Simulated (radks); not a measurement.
Effect of the nuclear size on the strontium ion Sr2+, [Kr]. Method: Dirac Kohn-Sham, LDA (Slater exchange, Perdew-Wang correlation), spin-unpolarised, spherical densities, finite nucleus; Fermi nuclear charge, rms radius 4.224 fm; computed with a radial shooting solver on a logarithmic mesh with Libxc functionals. The rms radius is varied about that value; shifts are against it.

| rms radius (fm) | total energy shift (eV) | density at nucleus (e/bohr^3) | 1s1/2 shift (meV) | 2s1/2 shift (meV) | 3p1/2 shift (meV) | 4s1/2 shift (meV) | 5s1/2 (empty) shift (meV) |
|---|---|---|---|---|---|---|---|
| 3.7298 | -0.182 | 6.137e+04 | -77.2 | -7.97 | 0.119 | -0.179 | -0.030 |
| 3.941 | -0.107 | 6.107e+04 | -45.3 | -4.67 | 0.070 | -0.105 | -0.018 |
| 4.224 | 0 | 6.069e+04 | 0.000 | 0.000 | 0.000 | 0.000 | 0.000 |
| 4.5155 | 0.117 | 6.033e+04 | 49.6 | 5.12 | -0.077 | 0.115 | 0.019 |
| 5.1026 | 0.374 | 5.968e+04 | 159 | 16.4 | -0.245 | 0.368 | 0.061 |

Slopes of the eigenvalues against <r^2> in GHz/fm^2, as finite differences over the two radii next to the reference (eigenvalue slopes, not the field-shift constants of lines): 1s1/2 4730, 2s1/2 487, 3p1/2 -7.30, 4s1/2 11.0, 5s1/2 (empty) 1.83.
